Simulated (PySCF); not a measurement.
## Polarisability and C₆ of Sr⁺ (strontium, charge +1)

[Kr] 5s1, 2S determinant. Calculation: PySCF 2.14, in dyall-av2z; the non-relativistic Hamiltonian (point nucleus). Coupled (time-dependent) response in atomic units; α is the mean over directions. A double-zeta set is small for polarisabilities.

| method | mean α (bohr³) | C₆ (like pair) | S(−4) |
| --- | --- | --- | --- |
| UHF | 131.2 | 1279 | 15350 |
| PBE | 102.9 | 911.6 | 9359 |

S(−4) is the Cauchy moment in α(ω) = α(0) + S(−4) ω² + …

α(iu) at UHF:

```csv
u (hartree),α(iu) (bohr³)
0,131.2
0.0500,101.8
0.100,62.21
0.200,27.04
0.300,15.99
0.500,8.874
0.750,5.805
1.00,4.230
1.50,2.530
2.00,1.659
3.00,0.8562
5.00,0.3490
```

For an ion, C₆ is the dispersion term alone; charge-induced terms of lower order in 1/R come first.

A non-relativistic calculation at this Z misses sizeable relativistic shifts.
